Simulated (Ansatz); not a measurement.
```yaml
crystal:
  periodic: [true, true, true]
  atoms:
    - {symbol: B, position_ang: [-0.512778, 0.624481, -2.091496]}
    - {symbol: Al, position_ang: [0.414590, 0.820474, -0.203102]}
    - {symbol: B, position_ang: [0.009904, -0.509362, 1.440802]}
    - {symbol: O, position_ang: [0.724848, -1.657338, 1.557433]}
    - {symbol: H, position_ang: [-0.036624, -0.016106, -2.989404]}
    - {symbol: H, position_ang: [-1.574746, 1.122111, -2.353336]}
    - {symbol: H, position_ang: [1.417741, 2.049400, 0.020435]}
    - {symbol: H, position_ang: [-0.837011, -0.290510, 2.279977]}
    - {symbol: H, position_ang: [0.482477, -2.189550, 2.321692]}
basis:
  gaussian: {orbitals: aug-pcseg-2}
hamiltonian: {xc: {name: wB97}}
```

```sh
$ ansatz run in.yaml --threads 2 --pin off --events-out ev --progress --plain --max-ram 4352MiB
```

Question: How does Ansatz answer? (Best estimate.)

Answer: Computed: The program refused the input.
```
Error: YAML parse error: error: line 2 column 3: crystal: missing field `lattice` (a structure is typed as `lattice` and `atoms`, a molecule's as `atoms` in Å alone, or read from a run's directory, `checkpoint`)
 --> <input>:2:3
1 | crystal:
2 |   periodic: [true, true, true]
3 |   atoms:
4 |     - {symbol: B, position_ang: [-0.512778, 0.624481, -2.091496]}
```
